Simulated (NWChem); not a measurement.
A series in which one site is exchanged, each optimised at PBE0/def2-SVP with NWChem, gas phase unless a solvent is named. All stand in one matching conformer (torsions within 35°), which need not be the lowest. This build's default masses of Se (78.918 u) and Br (79.917 u) are each other's, which moves their modes by up to 0.6 %. Some are not confirmed as minima by frequencies. def2 effective core potentials on In; no spin-orbit coupling.

A: ClB(Cl)[SeH] (BHSeCl₂; site = B)
B: [Cl][Al]([Cl])[SeH] (AlHSeCl$_{2}$; site = Al)
C: [Cl][In]([Cl])[SeH] (InHSeCl₂; site = In)
D: [Cl][Ga]([Cl])[SeH] (GaHSeCl2; site = Ga)

```json
[
 {"quantity": "dipole (D), PBE0/def2-SVP", "A": "1.06", "B": "1.18", "C": "?", "D": "1.67"},
 {"quantity": "orbital gap (eV), PBE0/def2-SVP", "A": "6.53", "B": "6.77", "C": "?", "D": "6.28"},
 {"quantity": "static polarisability, B3LYP/def2-SVPD (bohr³)", "A": "71.0", "B": "81.2", "C": "?", "D": "85.9"},
 {"quantity": "lowest singlet excitation, B3LYP/def2-SVPD, TDA (eV)", "A": "5.49", "B": "4.99", "C": "?", "D": "4.49"}
]
```

Some entries are withheld; supply them.


- dipole (D), PBE0/def2-SVP, C: 2.12
- orbital gap (eV), PBE0/def2-SVP, C: 5.27
- static polarisability, B3LYP/def2-SVPD (bohr³), C: 97.1
- lowest singlet excitation, B3LYP/def2-SVPD, TDA (eV), C: 3.64
